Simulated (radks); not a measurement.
Question: All-electron calculation, scalar-relativistic Kohn-Sham, LDA (Slater exchange, Perdew-Wang correlation), spin-unpolarised, spherical densities, finite nucleus; Fermi nuclear charge, rms radius of each element as measured or else 0.836 A^(1/3) + 0.57 fm. Program: a radial shooting solver on a logarithmic mesh with Libxc functionals. Response by self-consistent Sternheimer equations with the Hartree and adiabatic LDA kernel, the relativistic mass of each level held fixed and spin-orbit coupling left out. Estimate the static dipole polarisabilities of Ar8+ ([Ne]) and Mg2+ ([Ne]) and the C6 coefficients of the three pairs.

Answer: alpha = 0.03824 and 0.5135 bohr^3; C6 = 0.01419 (Ar8+-Ar8+), 0.07744 (Ar8+-Mg2+), 0.6234 (Mg2+-Mg2+) hartree bohr^6.
